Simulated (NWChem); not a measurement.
System: C2H5NOSi; SMILES C[SiH2]N=C=O

The following NWChem deck was run.

```
start job
memory heap 200 mb stack 900 mb global 1100 mb
geometry units angstroms noautoz
  Si    -0.635538     1.069053     0.001147
  C      0.891645     2.161577     0.001044
  N     -0.162894    -0.601742     0.000149
  C      0.140365    -1.771074    -0.000595
  O      0.442757    -2.915277    -0.001321
  H     -1.473755     1.313288    -1.222368
  H     -1.472735     1.312108     1.225594
  H      0.596794     3.231052     0.001618
  H      1.511562     1.972608    -0.898062
  H      1.512247     1.971847     0.899515
end
basis spherical
  * library 6-31g*
end
dft
  xc xpbe96 cpbe96
  iterations 150
  vectors input atomic output neutral.movecs
end
task dft energy
charge 1
dft
  odft
  mult 2
  vectors input atomic output cation.movecs
end
task dft energy
```

Structure relaxed at the PBE-D3(BJ)/def2-SVP level.

Ions are spin-unrestricted doublets at the neutral geometry; other ion states weren't tried.

Question: Predict the main results of this run. (PBE/6-31G* (spherical d), vertical spin-unrestricted ions.) Quantities: vertical ionisation energy, ΔSCF (eV); −ε(HOMO) (eV).

Answer: 
```
Property                               Result
-------------------------------------  ------
vertical ionisation energy, ΔSCF (eV)    9.94
−ε(HOMO) (eV)                            6.80
```
